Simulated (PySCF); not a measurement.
CH3BrFIn, SMILES [CH3][In]([Br])[F]. Atoms are numbered in the order given.

```xyz
7

In    -0.0428     0.6653     0.0000
F     -1.9278     1.2031     0.0000
Br     0.1407    -1.8047     0.0000
C      1.5283     2.1104     0.0000
H      2.4991     1.5997     0.0000
H      1.4264     2.7366    -0.8968
H      1.4264     2.7366     0.8968
```

Coordinates come from a PBE0-D3(BJ)/def2-SVP optimisation. The def2 effective core potentials stand for the cores of In; spin–orbit coupling is left out.

The numbers are results of PySCF 2.14.0 with TDA-PBE/def2-SVPD, not measurements.

Vertical excitations.  State labels are in the subgroup Cs.

```csv
state,symmetry,energy (eV),λ (nm),f,main pairs
S1,A',4.50,276,0.023,HOMO→LUMO 96 %
S2,A",4.65,267,0.013,HOMO−1→LUMO 99 %
S3,A",4.89,253,0.001,HOMO→LUMO+1 99 %
S4,A',5.25,236,0.011,"HOMO−1→LUMO+1 65 %, HOMO−2→LUMO 29 %"
S5,A",5.56,223,0.001,HOMO−2→LUMO+1 98 %
S6,A',5.60,221,0.118,"HOMO−2→LUMO 38 %, HOMO−4→LUMO 26 %, HOMO−1→LUMO+1 22 %, HOMO−5→LUMO 10 %"
S7,A",5.80,214,0.014,HOMO−3→LUMO 98 %
S8,A',6.35,195,0.033,"HOMO−3→LUMO+1 55 %, HOMO−4→LUMO 20 %, HOMO−5→LUMO 19 %"
S9,A",6.49,191,0.004,HOMO−4→LUMO+1 95 %
S10,A',6.51,190,0.255,"HOMO−5→LUMO 27 %, HOMO−4→LUMO 24 %, HOMO→LUMO+3 18 %, HOMO−2→LUMO 13 %"
T1,A',4.13,300,0,HOMO→LUMO 98 %
T2,A",4.36,284,0,HOMO−1→LUMO 100 %
T3,A',4.60,270,0,HOMO−2→LUMO 96 %
T4,A",4.79,259,0,HOMO→LUMO+1 100 %
```
Triplets are in the Tamm–Dancoff approximation.
